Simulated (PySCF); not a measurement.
# Ru⁺: ionisation energy

Ru⁺ [Kr] 4d7 (4F) → Ru²⁺ [Kr] 4d6 (5D), as a difference of total energies. All numbers are calculated (PySCF 2.14, a scalar-relativistic core potential, in aug-cc-pwCVDZ-PP with ECP28MDF (6s6p5d3f, 70 functions)). Correlated levels: valence: 4s2 4p6 frozen; valence and next inner shell: nothing frozen outside the core potential. The calculations carry no spin-orbit coupling.

```tsv
method	ionisation energy (eV)
UHF	14.891
LDA	17.169
PBE	16.946
PBE0	16.698
r2SCAN	16.549
CAM-B3LYP	16.860
wB97M-V	16.701
M06-2X	17.015
r2SCAN0	16.456
MP2 (valence)	16.205
SCS-MP2 (valence)	16.357
MP2 (valence and next inner shell)	16.177
SCS-MP2 (valence and next inner shell)	16.167
```

Question: How much does correlation contribute at MP2 (valence and next inner shell)?

Answer: 16.177 − (14.891) = 1.286 eV, measured against UHF.

The reference lies between the lowest fine-structure levels, while these numbers refer to the centres of the terms.

Errors of the correlated levels include the incompleteness of this basis and the frozen core.

For comparison: 16.76 ± 0.06 eV (semi-empirical (NIST evaluation); NIST Atomic Spectra Database, ionization energies).
